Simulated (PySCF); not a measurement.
CH$_{7}$BOSi (SMILES CBO[SiH3]), singlet, geometry from GFN2-xTB. Base run: PySCF with BHANDHLYP/6-31G, TDDFT.

Input for PySCF:
```python
from pyscf import gto, scf, dft, tdscf

mol = gto.M(
    atom='''
B    -0.43295743    0.73259845    0.97189607
H    -1.33432594    0.40567672    1.66684966
C     0.29870429    2.12015556    1.21165102
H     0.70440962    2.17165224    2.22025463
H    -0.40591159    2.94515722    1.12499757
H     1.11143281    2.29757679    0.51244091
O    -0.04592397   -0.06748778   -0.00136506
Si    0.03255425   -1.33434224   -0.98973848
H    -0.97031004   -2.35295401   -0.66186906
H     1.38591514   -1.85604081   -0.80600933
H    -0.20701641   -0.77430008   -2.31879178
''',
    basis='6-31g',
    verbose=4,
)

mf = dft.RKS(mol)
mf.xc = 'bhandhlyp'
mf.kernel()
td = mf.TDDFT()
td.nstates = 5
td.kernel()
td.analyze()
```

Variants of this job, named by their change:

```csv
change,first excitation (eV),oscillator strength of the first,second (eV),core-seconds (rough)
base,6.59,0.000,7.53,70
conv_tol = 1e-3,6.59,0.000,7.53,50
functional = m062x,6.12,0.000,7.15,200
functional = b3lyp,6.11,0.000,6.53,60
states = triplets; response = Tamm-Dancoff,6.16,-,7.23,40
response = Tamm-Dancoff,6.60,0.000,7.54,40
basis = 6-31+G*,?,?,?,200
functional = wb97x,6.35,0.000,7.48,100
functional = camb3lyp,?,0.000,?,100
```

**Question.** Some entries are withheld; supply them.

**Answer.** 
- basis = 6-31+G*, first excitation (eV): 6.48
- basis = 6-31+G*, oscillator strength of the first: 0.001
- basis = 6-31+G*, second (eV): 7.36
- functional = camb3lyp, first excitation (eV): 6.23
- functional = camb3lyp, second (eV): 7.12

An iterative solver can miss low states, so a row lists the states that it found.
